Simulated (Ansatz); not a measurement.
C3H4O (SMILES [CH2]C([CH2])=O): geometry of the low-spin state from B3LYP-D3(BJ)/def2-TZVP.
(charge 0, multiplicity 1):
```xyz
8

C      1.048    -0.726     0.536
C      0.021     0.119    -0.034
C     -1.269    -0.518    -0.183
O      0.229     1.290    -0.366
H      2.042    -0.323     0.680
H      0.849    -1.750     0.822
H     -2.091     0.047    -0.602
H     -1.435    -1.545     0.114
```
The high-spin state stands at its own minimum; R- takes a restricted low-spin state.

Codes used: Ansatz (Gaussian orbitals). 

The gap E(multiplicity 1) − E(multiplicity 3) (kcal/mol) and the share of exact exchange:

| functional | exact exchange (%) | value |
|---|---|---|
| R-PBE/def2-TZVPP | 0 | 5.35 |
| R-PBE0/def2-TZVPP | 25 | 16.16 |
| R-B3LYP/def2-TZVPP | 20 | 11.52 |
| R-BHLYP/def2-TZVPP | 50 | 24.35 |
| R-r2SCAN/def2-TZVPP | 0 | 16.67 |

**Question.** Take the value as linear in the share of exact exchange along PBE and PBE0. Give the slope, say whether the sign turns, and set the other functionals against that line.

**Answer.** 
Slope: (16.16 − (5.35))/2.5 = 4.32 kcal/mol for each 10 %. The line keeps its sign from 0 to 100 %. At 50 % it gives 27.0 kcal/mol. From B3LYP to BHLYP the slope is (24.35 − (11.52))/3 = 4.28 for each 10 %. BHLYP, at 50 %, lies -2.6 from the PBE line. B3LYP, at 20 %, lies -2.5 from the PBE line. r2SCAN, with none, stands 11.3 from PBE.

Doubts at one or more of the structures used: a restricted determinant that unrestricted orbitals would lower (R-PBE/def2-TZVPP, R-PBE0/def2-TZVPP, R-B3LYP/def2-TZVPP, R-BHLYP/def2-TZVPP, R-r2SCAN/def2-TZVPP).

Ansatz is a first-principles code.
